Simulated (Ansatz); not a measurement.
CH₈AlClSi₂, SMILES `[SiH3][CH2][AlH][SiH2]Cl` at its PBE0-D4/def2-TZVP geometry, where that method's forces vanish. Total charge 0; spin multiplicity 1.

| atom | x (Å) | y (Å) | z (Å) |
| --- | --- | --- | --- |
| Si1 | -0.041 | 1.927 | 0.281 |
| C2 | 0.443 | 0.855 | -1.164 |
| Al3 | 0.659 | -1.047 | -0.787 |
| Si4 | -0.981 | -2.137 | 0.592 |
| Cl5 | 0.785 | -1.408 | 1.688 |
| H6 | -0.364 | 3.320 | -0.136 |
| H7 | -1.245 | 1.370 | 0.959 |
| H8 | 1.061 | 1.993 | 1.279 |
| H9 | -0.340 | 0.942 | -1.929 |
| H10 | 1.367 | 1.241 | -1.610 |
| H11 | 1.795 | -1.972 | -1.387 |
| H12 | -1.017 | -3.588 | 0.918 |
| H13 | -2.122 | -1.495 | 1.296 |

**Question.** For each bond, give half the difference of the two atoms' forces along it (eV/Å; positive pushes the atoms apart) under PBE-D4, r2SCAN-D4, B3LYP-D4, ωB97M-V in def2-TZVPP. (Estimate.)

**Answer.** Computed: 
| bond | length (Å) | PBE-D4 | r2SCAN-D4 | B3LYP-D4 | ωB97M-V |
| --- | --- | --- | --- | --- | --- |
| Si1–C2 | 1.863 | 0.02 | 0.02 | 0.14 | 0.09 |
| Si1–H6 | 1.490 | 0.07 | -0.03 | -0.10 | -0.12 |
| Si1–H7 | 1.490 | 0.06 | -0.01 | -0.08 | -0.09 |
| Si1–H8 | 1.488 | 0.07 | -0.02 | -0.08 | -0.11 |
| C2–Al3 | 1.951 | 0.00 | 0.00 | 0.05 | 0.02 |
| C2–H9 | 1.098 | 0.11 | 0.00 | -0.06 | -0.05 |
| C2–H10 | 1.096 | 0.11 | -0.01 | -0.05 | -0.05 |
| Al3–Si4 | 2.404 | -0.04 | 0.03 | 0.17 | 0.16 |
| Al3–Cl5 | 2.504 | 0.08 | 0.01 | 0.17 | 0.06 |
| Al3–H11 | 1.582 | 0.04 | -0.03 | -0.15 | -0.16 |
| Si4–Cl5 | 2.202 | 0.18 | 0.07 | 0.28 | 0.15 |
| Si4–H12 | 1.488 | 0.11 | -0.03 | -0.10 | -0.15 |
| Si4–H13 | 1.487 | 0.11 | -0.03 | -0.11 | -0.15 |

B3LYP here is the variant with VWN-RPA as its local correlation; programs differ in this.
